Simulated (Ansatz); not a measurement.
Relaxation of BClFH$_{3}$S (7 atoms, charge 0, multiplicity 1), to a largest force component of 0.03 eV/Å in at most 50 steps.

These are results of RKS B3LYP/def2-SVP (Ansatz 0.2.0), not measurements.

```xyz
7
Properties=species:S:1:pos:R:3
B 0.231 0.588 -0.217
F -0.176 -0.479 2.036
Cl 1.664 -0.297 -0.702
H -0.862 0.224 -0.537
S 0.341 2.278 0.556
H 1.693 2.320 0.674
H -0.087 0.404 2.302
```

Task: Where does it end, and by what steps?

Result: It converged. After 11 steps the energy has fallen by 0.067 eV; F2 moved furthest, 0.30 Å.

| step | energy less start (eV) | largest force component (eV/Å) | accepted |
| --- | --- | --- | --- |
| 0 | 0.0000 | 0.853 | yes |
| 1 | 0.0048 | 1.909 | no |
| 2 | -0.0359 | 0.637 | yes |
| 3 | -0.0531 | 0.768 | yes |
| 4 | -0.0586 | 0.486 | yes |
| 5 | -0.0588 | 0.269 | yes |
| 6 | -0.0643 | 0.165 | yes |
| 7 | -0.0657 | 0.229 | yes |
| 8 | -0.0660 | 0.241 | yes |
| 9 | -0.0666 | 0.098 | yes |
| 10 | -0.0664 | 0.153 | no |
| 11 | -0.0669 | 0.022 | yes |

```xyz
7
Properties=species:S:1:pos:R:3
B 0.251 0.622 -0.320
F -0.185 -0.459 2.338
Cl 1.680 -0.248 -0.835
H -0.840 0.233 -0.621
S 0.325 2.173 0.603
H 1.673 2.256 0.733
H -0.101 0.462 2.215
```

Run time: 40 s on 1 thread of Arm Neoverse V1 (shared host), peak memory 0.15 GiB.
